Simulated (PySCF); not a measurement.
# `CC(O[C@@H](CC)C)=O`, C₆H₁₂O₂

Molfile (atoms numbered from 1):
```
C6H12O2
     RDKit          3D

 20 19  0  0  0  0  0  0  0  0999 V2000
   -1.8059    1.6073    0.0782 C   0  0  0  0  0  0  0  0  0  0  0  0
   -1.7631    0.1427   -0.3400 C   0  0  0  0  0  0  0  0  0  0  0  0
   -0.5200   -0.5696    0.1891 C   0  0  1  0  0  0  0  0  0  0  0  0
   -0.5319   -2.0632   -0.1200 C   0  0  0  0  0  0  0  0  0  0  0  0
    0.6202    0.0419   -0.4366 O   0  0  0  0  0  0  0  0  0  0  0  0
    1.7763    0.0259    0.2269 C   0  0  0  0  0  0  0  0  0  0  0  0
    2.8534    0.7202   -0.5685 C   0  0  0  0  0  0  0  0  0  0  0  0
    1.9308   -0.4695    1.3120 O   0  0  0  0  0  0  0  0  0  0  0  0
   -0.9316    2.1314   -0.2993 H   0  0  0  0  0  0  0  0  0  0  0  0
   -2.6961    2.0889   -0.3185 H   0  0  0  0  0  0  0  0  0  0  0  0
   -1.8186    1.6954    1.1623 H   0  0  0  0  0  0  0  0  0  0  0  0
   -2.6436   -0.3782    0.0384 H   0  0  0  0  0  0  0  0  0  0  0  0
   -1.7632    0.0719   -1.4288 H   0  0  0  0  0  0  0  0  0  0  0  0
   -0.4274   -0.4222    1.2731 H   0  0  0  0  0  0  0  0  0  0  0  0
   -1.3915   -2.5319    0.3501 H   0  0  0  0  0  0  0  0  0  0  0  0
    0.3729   -2.5278    0.2646 H   0  0  0  0  0  0  0  0  0  0  0  0
   -0.5832   -2.2213   -1.1949 H   0  0  0  0  0  0  0  0  0  0  0  0
    2.5645    1.7537   -0.7427 H   0  0  0  0  0  0  0  0  0  0  0  0
    2.9610    0.2307   -1.5329 H   0  0  0  0  0  0  0  0  0  0  0  0
    3.7917    0.6843   -0.0241 H   0  0  0  0  0  0  0  0  0  0  0  0
  1  2  1  0
  2  3  1  0
  3  4  1  0
  3  5  1  0
  5  6  1  0
  6  7  1  0
  6  8  2  0
  1  9  1  0
  1 10  1  0
  1 11  1  0
  2 12  1  0
  2 13  1  0
  3 14  1  1
  4 15  1  0
  4 16  1  0
  4 17  1  0
  7 18  1  0
  7 19  1  0
  7 20  1  0
M  END
```

The calculation used PySCF, GIAO KT3/pcSseg-1 magnetisability, rotational g tensor and spin-rotation constants, non-relativistic, gas phase. Geometry: GFN2-xTB.

(1) Give the nuclear spin-rotation constants along the inertial axes (H = +C I·J) beside the isotropic shieldings.

(2) How do the rotational constants and the g tensor change when H9, H10, H11, H12, H13, H14, H15, H16, H17, H18, H19, H20 are replaced by deuterium?

Results:

(1) Rotational constants 2.8991, 1.3614, 1.1026 GHz. A star marks the isotopologue with that one atom substituted, in its own axes.
```tsv
atom	isotope	Caa (kHz)	Cbb (kHz)	Ccc (kHz)	mean (kHz)	σ (ppm)
H9	1H	-0.080	-0.084	-0.111	-0.092	30.5
H10	1H	-0.019	-0.113	-0.116	-0.083	30.7
H11	1H	-0.325	-0.150	0.024	-0.150	31.0
H12	1H	-0.051	-0.097	-0.112	-0.086	30.3
H13	1H	-0.304	-0.159	0.039	-0.141	30.2
H14	1H	-0.255	-0.141	0.070	-0.109	26.9
H15	1H	-0.103	-0.095	-0.105	-0.101	30.8
H16	1H	-0.005	-0.098	-0.120	-0.074	30.0
H17	1H	-0.339	-0.150	0.031	-0.152	30.8
H18	1H	-0.296	0.044	-0.124	-0.126	29.5
H19	1H	-0.327	-0.132	0.028	-0.144	29.6
H20	1H	0.047	-0.155	-0.101	-0.070	30.0
C1	13C*	0.437	0.182	0.149	0.256	170.2
C2	13C*	0.472	0.230	0.198	0.300	150.4
C3	13C*	0.640	0.303	0.276	0.406	110.0
C4	13C*	0.465	0.182	0.179	0.275	162.2
O5	17O*	-0.630	-0.338	-0.299	-0.422	99.1
C6	13C*	1.445	0.408	0.325	0.726	21.8
C7	13C*	0.385	0.221	0.174	0.260	162.5
O8	17O*	-1.486	-0.355	-0.452	-0.765	-84.1
```
For the geometry as given, no vibrational averaging.

(2) Constants 2.3096, 1.1535, 0.9219 GHz; g -0.0149, -0.0027, -0.0048, against -0.0185, -0.0033, -0.0056 before.
